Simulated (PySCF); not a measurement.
**Computed NMR parameters against published values**

Molfile (atoms numbered from 1):
```
C6H6O3
     RDKit          3D

 15 15  0  0  0  0  0  0  0  0999 V2000
   -2.8434    0.2566   -0.1945 C   0  0  0  0  0  0  0  0  0  0  0  0
   -1.4401    0.4656   -0.2201 O   0  0  0  0  0  0  0  0  0  0  0  0
   -0.6899   -0.5708    0.1854 C   0  0  0  0  0  0  0  0  0  0  0  0
   -1.1516   -1.6220    0.5565 O   0  0  0  0  0  0  0  0  0  0  0  0
    0.7417   -0.2630    0.1201 C   0  0  0  0  0  0  0  0  0  0  0  0
    1.3707    0.9445   -0.3021 C   0  0  0  0  0  0  0  0  0  0  0  0
    2.7040    0.7266   -0.1736 C   0  0  0  0  0  0  0  0  0  0  0  0
    2.9429   -0.5149    0.2915 O   0  0  0  0  0  0  0  0  0  0  0  0
    1.7644   -1.1087    0.4672 C   0  0  0  0  0  0  0  0  0  0  0  0
   -3.2956    1.1793   -0.5491 H   0  0  0  0  0  0  0  0  0  0  0  0
   -3.1755    0.0311    0.8212 H   0  0  0  0  0  0  0  0  0  0  0  0
   -3.1132   -0.5791   -0.8439 H   0  0  0  0  0  0  0  0  0  0  0  0
    0.8784    1.8292   -0.6464 H   0  0  0  0  0  0  0  0  0  0  0  0
    3.5548    1.3486   -0.3693 H   0  0  0  0  0  0  0  0  0  0  0  0
    1.7480   -2.1152    0.8351 H   0  0  0  0  0  0  0  0  0  0  0  0
  1  2  1  0
  2  3  1  0
  3  4  2  0
  3  5  1  0
  5  6  1  0
  6  7  2  0
  7  8  1  0
  8  9  1  0
  9  5  2  0
  1 10  1  0
  1 11  1  0
  1 12  1  0
  6 13  1  0
  7 14  1  0
  9 15  1  0
M  END
```

Published estimates (parent shift plus substituent increments) and measurements: δ 1H H15 8.02; H14 7.43; H13 6.75 ppm (estimated from measurements, as parent shift plus tabulated substituent increment; solution, not stated per compound (mostly CDCl3 or CCl4); Pretsch, Buehlmann, Badertscher, Structure Determination of Organic Compounds, 4th ed. (2009)).

- GIAO PBE0/pcSseg-1 shieldings
- geometry: GFN2-xTB
- run in PySCF
- no solvent, one averaged value for each set of equivalent atoms, no relativistic terms, one conformer

**Question.** What does the calculation give, and how does it compare?

**Answer.** 
Reference values: estimated from measurements, as parent shift plus tabulated substituent increment (solution, not stated per compound (mostly CDCl3 or CCl4); Pretsch, Buehlmann, Badertscher, Structure Determination of Organic Compounds, 4th ed. (2009)).
| atoms | quantity | reference | computed | computed, scaled |
| --- | --- | --- | --- | --- |
| H15 | δ 1H | 8.02 | 8.27 | 7.89 |
| H14 | δ 1H | 7.43 | 7.45 | 7.12 |
| H13 | δ 1H | 6.75 | 7.03 | 6.72 |

Computed shifts are σ(ref) − σ with the named reference compound (TMS for H and C) calculated as an isolated molecule at the same level. The measured values may be among those fitted. Shieldings were converted by linear fits to measured shifts (mostly CDCl3, TMS scale, for H and C): 1H (scatter 0.17 ppm rms, 0.18 ppm with the 4 outliers that the fit left out). A few per cent of atoms miss by over 2 rms, more outside the fitted compound classes.

**Question.** How far are the unscaled 1H shifts from the references?

**Answer.** Mean signed difference +0.18 ppm, mean absolute 0.18 ppm over 3 comparisons; the largest is +0.28 ppm at H13 (hydrogen on an aromatic CH).
